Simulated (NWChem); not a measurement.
A series in which one site is exchanged, each optimised at PBE0/def2-SVP with NWChem, gas phase unless a solvent is named. All stand in one matching conformer (torsions within 35°), which need not be the lowest. This build's default masses of Se (78.918 u) and Br (79.917 u) are each other's, which moves their modes by up to 0.6 %. For some, no frequency run checked for a minimum. def2 effective core potentials on Te; no spin-orbit coupling.

A: [SiH3][Be][NH2] (BeSiNH5; site = Be)
B: N[Se][SiH3] (SiNH₅Se; site = Se)
C: [NH2][Mg][SiH3] (MgSiNH₅; site = Mg)
D: N[Te][SiH3] (SiNH5Te; site = Te)

Question: Rank them by orbital gap (eV), PBE0/def2-SVP, lowest first.

Answer: D (5.16), C (5.51), B (6.24), A (6.81)
